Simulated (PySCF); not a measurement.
Dipole response of Ar⁺ (argon, charge +1)

[Ne] 3s2 3p5, 2P determinant. Calculation: PySCF 2.14, in aug-cc-pV(D+d)Z; the non-relativistic Hamiltonian (point nucleus). Coupled (time-dependent) response in atomic units; α is the mean over directions.

| method | mean α (bohr³) | α xx, yy, zz | C₆ (like pair) | S(−4) |
| --- | --- | --- | --- | --- |
| UHF | 6.672 | 6.533, 6.741, 6.741 | 30.48 | 8.655 |
| PBE | 6.850 | 6.634, 6.959, 6.959 | 31.39 | 9.511 |
| PBE0 | 6.771 | 6.583, 6.865, 6.865 | 30.95 | 9.137 |
| M06-2X | 6.757 | 6.614, 6.828, 6.828 | 30.34 | 9.421 |
| wB97X | 6.829 | 6.642, 6.923, 6.923 | 31.30 | 9.324 |

S(−4) is the Cauchy moment in α(ω) = α(0) + S(−4) ω² + …

α(iu) at M06-2X:

```csv
u (hartree),α(iu) (bohr³)
0,6.757
0.0500,6.733
0.100,6.664
0.200,6.403
0.300,6.016
0.500,5.064
0.750,3.899
1.00,2.969
1.50,1.789
2.00,1.164
3.00,0.5986
5.00,0.2517
```

A single London oscillator, α(iu) = α/(1 + u²/ω²), gives C₆ = (3/4) ω α². Matching the computed C₆ needs ω = 4 × 30.34 / (3 × 6.757²) = 0.886 hartree.

For an ion, C₆ is the dispersion term alone; charge-induced terms of lower order in 1/R come first.

The components differ because the open shell of this determinant is not spherical; for a pure term their mean is the scalar polarisability.
